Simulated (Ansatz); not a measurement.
Ansatz (a program for electronic structure) input (BHLYP/def2-TZVPD):

Ansatz 0.2 input:
```yaml
crystal:
  periodic: [false, false, false]
  atoms:
    - {symbol: In, position_ang: [0.20099291, 0.09424525, 0.34696298]}
    - {symbol: O, position_ang: [0.76554669, 0.25239686, -1.69724385]}
    - {symbol: H, position_ang: [-0.00728376, -0.07963176, -2.17159121]}
    - {symbol: O, position_ang: [-1.71788303, -0.70887872, -0.22809625]}
    - {symbol: H, position_ang: [-2.22267804, -0.88653031, 0.57312617]}
basis:
  gaussian:
    orbitals: def2-TZVPD
hamiltonian:
  xc: {name: BHLYP}
total_charge: -1
output: {forces: true}
```

End of the output:

```
integrals: 0.07 GiB planned
1072 factors; their error is unknown
mean field: 0.63 GiB planned
mean field evaluation 1: about -9298.7152 eV, gradient 3.1e1 eV
mean field evaluation 2: about -9296.4081 eV, gradient 4.9e1 eV
mean field evaluation 4: about -9300.5578 eV, gradient 9.3e-1 eV
mean field evaluation 8: about -9300.6798 eV, gradient 4.1e-1 eV
mean field evaluation 16: about -9300.6800 eV, gradient 8.3e-5 eV
mean field -9300.68000454 eV, -341.7936859396 hartree, gradient 1.0e-5 eV, S^2 0.000000; 0 other end points of the search recorded, 0 dependent functions left out
the calculation of the forces begins
reference -9300.68016238 eV, -341.7936917402 hartree; 20, 20 occupied and 134, 134 virtual orbitals, 1072 factors
Total energy: -9300.68016238 eV, -341.7936917402 hartree
Atom 0 at     0.200993     0.094245     0.346963 Å, force    -0.167902    -0.084749    -0.460378 eV/Å
Atom 1 at     0.765547     0.252397    -1.697244 Å, force    -0.624144    -0.251606     0.085524 eV/Å
Atom 2 at    -0.007284    -0.079632    -2.171591 Å, force     0.514525     0.218782     0.251445 eV/Å
Atom 3 at    -1.717883    -0.708879    -0.228096 Å, force     0.000563     0.024393     0.684485 eV/Å
Atom 4 at    -2.222678    -0.886530     0.573126 Å, force     0.276958     0.093181    -0.561076 eV/Å
Dipole moment:    -0.040203     0.003817     0.572740 e Å
```
